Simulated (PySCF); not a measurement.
Two-component Hartree-Fock for Tl (thallium, neutral)

Start: [Xe] 4f14 5d10 6s2 6p1; 6p3/2 filled at m_j = +3/2. Calculated with PySCF 2.14 in x2c-TZVPall-2c (11s11p9d3f, 110 functions): generalised Hartree-Fock with the X2C-1e Hamiltonian and a Gaussian nucleus; one run each with spin-orbit coupling (SO) screened by Boettger's factors, then bare. This is a chosen level, not necessarily the ground level.

```csv
spinor shell,electrons,"ε, screened SO (eV)","ε, bare SO (eV)",weight of nominal j (bare SO),"rms radius, bare SO (bohr)"
1s1/2,2,-85980.6,-85978.3,1.000,0.0184
2s1/2,2,-15461.3,-15460.6,1.000,0.0743
2p1/2,2,-14817.2,-14863.9,1.000,0.0626
2p3/2,4,-12746.4,-12732.3,1.000,0.0711
3s1/2,2,-3761.4,-3761.1,1.000,0.189
3p1/2,2,-3471.8,-3482.1,1.000,0.181
3p3/2,4,-3004.9,-3001.7,1.000,0.198
3d3/2,4,-2532.9,-2541.5,1.000,0.173
3d5/2,6,-2433.6,-2428.1,1.000,0.178
4s1/2,2,-878.02,-877.95,1.000,0.416
4p1/2,2,-752.17,-754.74,1.000,0.419
4p3/2,4,-637.09,-636.29,1.000,0.455
4d3/2,4,-431.57,-433.50,1.000,0.464
4d5/2,6,-409.49,-408.27,1.000,0.477
5s1/2,2,-152.99,-152.99,1.000,0.942
4f5/2,6,-141.46,-142.82,1.000,0.508
4f7/2,8,-136.90,-135.84,1.000,0.511
5p1/2,2,-108.62,-109.12,1.000,1.01
5p3/2,4,-87.732,-87.585,1.000,1.11
5d3/2,4,-24.650,-24.889,1.000,1.44
6s1/2,2,-12.362,-12.367,0.999,2.75
6p3/2,1,-4.845,-4.842,1.000,4.26
```

**Question.** Where does 5d5/2 lie, and what is the 5d spin-orbit splitting (bare SO)?

**Answer.** At -22.034 eV, 2.854 eV above 5d3/2.

```csv
quantity,screened SO,bare SO
E (hartree),-20265.10459,-20267.20536
M_J,3/2,3/2
⟨J²⟩,3.760,3.760
⟨L²⟩,2.199,2.216
⟨S²⟩,0.947,0.964
```

Each row is a mean over spinors that exchange with the open shell spreads, by up to 1.209 eV (6s1/2).

Breit and QED terms are absent; they matter most for the inner s and p1/2 levels.

Densities and radii are taken from the X2C orbitals without a picture-change correction, which distorts them close to the nucleus.
